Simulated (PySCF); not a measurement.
Dipole response of Tc²⁺ (technetium, charge +2)

[Kr] 4d5, high-spin 6S determinant. Computed with PySCF 2.14 in def2-TZVPPD with the def2 core potential (28 electrons) (6s4p3d2f1g, 56 functions), with scalar relativity through the core potential. Coupled (time-dependent) response in atomic units; α is the mean over directions.

```tsv
method	mean α (bohr³)	C₆ (like pair)	S(−4)
UHF	7.306	38.03	16.92
PBE	8.296	43.07	27.25
PBE0	7.928	41.29	22.86
M06	7.847	40.47	22.81
M06-L	7.599	40.17	18.76
```

S(−4) is the Cauchy moment in α(ω) = α(0) + S(−4) ω² + …

α(iu) at M06:

```csv
u (hartree),α(iu) (bohr³)
0,7.847
0.0500,7.791
0.100,7.631
0.200,7.101
0.300,6.468
0.500,5.342
0.750,4.311
1.00,3.546
1.50,2.468
2.00,1.770
3.00,0.9986
5.00,0.4241
```

For an ion, C₆ is the dispersion term alone; charge-induced terms of lower order in 1/R come first.

Energies and moments cover only the electrons outside the core potential.
